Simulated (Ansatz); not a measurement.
Hg₄O₅. Total charge 0; singlet. Geometry B3LYP-D4/def2-SVP; atoms count from 1.

```csv
atom,x (Å),y (Å),z (Å)
Hg1,-0.9145,-1.5246,0.2231
Hg2,1.8421,-0.2571,0.3191
Hg3,-1.1682,1.4624,-0.2658
Hg4,-2.5408,-4.3234,0.4281
O5,2.3220,1.7344,0.0946
O6,-2.3940,-0.1515,-0.1431
O7,1.4835,2.3007,-0.8841
O8,1.0298,-2.1068,0.5182
O9,0.3400,2.8659,-0.2900
```

In the def2 sets Hg takes a core potential; there is no spin–orbit coupling. The structure holds 2 bonds between oxygen atoms, so isomers without such links may lie far lower. The structure comes from a short search, and lower isomers may exist.

Q: Estimate the Mulliken populations from the PBE0/def2-TZVP orbitals of Ansatz.

A: 
| atom | charge (e) | d electrons |
| --- | --- | --- |
| Hg1 | 0.72 | 9.87 |
| Hg2 | 0.72 | 9.85 |
| Hg3 | 0.72 | 9.85 |
| Hg4 | 0.06 | 9.99 |
| O5 | -0.37 | – |
| O6 | -0.74 | – |
| O7 | -0.01 | – |
| O8 | -0.74 | – |
| O9 | -0.37 | – |
Mulliken values depend strongly on the basis.

Q: And the Mayer bond orders between heavy atoms (over 0.3)?

A: Hg1–O6 0.77 (2.05 Å); Hg1–O8 0.77 (2.05 Å); Hg2–O5 0.70 (2.06 Å); Hg2–O8 0.81 (2.03 Å); Hg3–O6 0.81 (2.03 Å); Hg3–O9 0.70 (2.06 Å); O5–O7 0.90 (1.41 Å); O7–O9 0.90 (1.41 Å).
